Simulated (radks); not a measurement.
Results of a calculation; reference values are marked as such.
Spherical quantum dot in the effective-mass picture: electrons in a well V = -V0 / (1 + exp((r - R)/a)) with V0 = 2.05, R = 13.7, a = 0.96, with a point charge +1 (a donor) at the centre, all in effective atomic units (hartree* = m*/eps^2 hartree, bohr* = eps/m* bohr), one dielectric constant everywhere. Level of theory: non-relativistic Kohn-Sham, LDA (Slater exchange, Perdew-Wang correlation), spin-polarised, spherical densities (a radial shooting solver with Libxc functionals). Levels are named by radial order and angular momentum (1s, 1p, 1d, 2s, ...), and open shells are averaged over m. Results are scaled to m* = 0.072 and eps = 15.4, for which hartree* = 8.261 meV and bohr* = 11.32 nm.

N = 10, configuration 1s2 1p6 1d(up 1, down 0) 2s(up 1, down 0). This is the lowest configuration that the search found (a dilute case). Occupied and some empty levels:

level    occupation  eigenvalue (meV)  <r> (nm)
1s up             1           -10.277     20.32
1s down           1           -9.7080     88.95
2s up             1           -9.6945     99.80
1p up             3           -9.5945     101.9
1p down           3           -9.5554     101.8
2s down           0           -9.3796     38.71
1d up             1           -9.3699     104.6
1d down           0           -9.3304     104.6
1f up             0           -9.0584     107.2
1f down           0           -9.0186     107.2
1g up             0           -8.6686     109.6
1g down           0           -8.6287     109.7
2p up             0           -8.2798     76.97
2p down           0           -8.2341     78.79

Energy (meV): total -139.129, kinetic 8.2868, external -182.77, Hartree 45.784, exchange-correlation -10.431.

Electron density:

r (nm)  n(r) (e/nm^3)
8.83       0.00004396
18.7        8.592e-06
28.5        1.956e-06
38.3        6.150e-07
48.2        3.883e-07
58.0        4.631e-07
67.8        6.763e-07
77.7        9.732e-07
87.5        1.272e-06
97.3        1.430e-06
107         1.306e-06
117         9.002e-07
127         4.348e-07
137         1.315e-07
146         2.294e-08
156         2.278e-09
166         1.429e-10
176         6.749e-12
